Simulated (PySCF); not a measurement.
# Radial density of Al⁺ (aluminium, charge +1)

UHF, [Ne] 3s2, closed-shell 1S. All numbers are calculated (PySCF 2.14, no relativity, point nucleus, in aug-cc-pV(D+d)Z (5s4p3d, 32 functions)).

```json
{"r (bohr)": "0.00179", "4πr²ρ (e/bohr)": "0.05375"}
{"r (bohr)": "0.00301", "4πr²ρ (e/bohr)": "0.1478"}
{"r (bohr)": "0.00506", "4πr²ρ (e/bohr)": "0.3955"}
{"r (bohr)": "0.00851", "4πr²ρ (e/bohr)": "1.024"}
{"r (bohr)": "0.0143", "4πr²ρ (e/bohr)": "2.491"}
{"r (bohr)": "0.0241", "4πr²ρ (e/bohr)": "5.480"}
{"r (bohr)": "0.0405", "4πr²ρ (e/bohr)": "10.15"}
{"r (bohr)": "0.0681", "4πr²ρ (e/bohr)": "14.23"}
{"r (bohr)": "0.115", "4πr²ρ (e/bohr)": "13.03"}
{"r (bohr)": "0.193", "4πr²ρ (e/bohr)": "8.660"}
{"r (bohr)": "0.324", "4πr²ρ (e/bohr)": "10.89"}
{"r (bohr)": "0.545", "4πr²ρ (e/bohr)": "11.96"}
{"r (bohr)": "0.917", "4πr²ρ (e/bohr)": "4.449"}
{"r (bohr)": "1.54", "4πr²ρ (e/bohr)": "1.091"}
{"r (bohr)": "2.59", "4πr²ρ (e/bohr)": "0.7970"}
{"r (bohr)": "4.36", "4πr²ρ (e/bohr)": "0.1100"}
{"r (bohr)": "7.34", "4πr²ρ (e/bohr)": "0.0008684"}
```
